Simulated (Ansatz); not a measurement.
`BC[NH][GeH3]`, charge 0, multiplicity 1.

Task: Give a relaxed structure at PBE0-D4/def2-TZVP (Ansatz 0.2.0). (An estimate is asked.)

Result: The calculation gave: 
Z-matrix (Å, degrees):
```
C
N 1 1.401
B 1 1.501 2 126.0
H 1 1.216 2 114.5 3 -79.5
H 1 1.091 2 113.1 3 164.4
Ge 2 1.842 1 122.2 3 150.5
H 2 1.009 1 113.5 3 1.8
H 3 1.195 1 118.5 2 173.2
H 3 1.199 1 119.3 2 -14.2
H 6 1.534 2 106.9 1 173.2
H 6 1.536 2 106.6 1 53.3
H 6 1.545 2 112.0 1 -66.0
```
This is one stationary point; other conformers may exist.
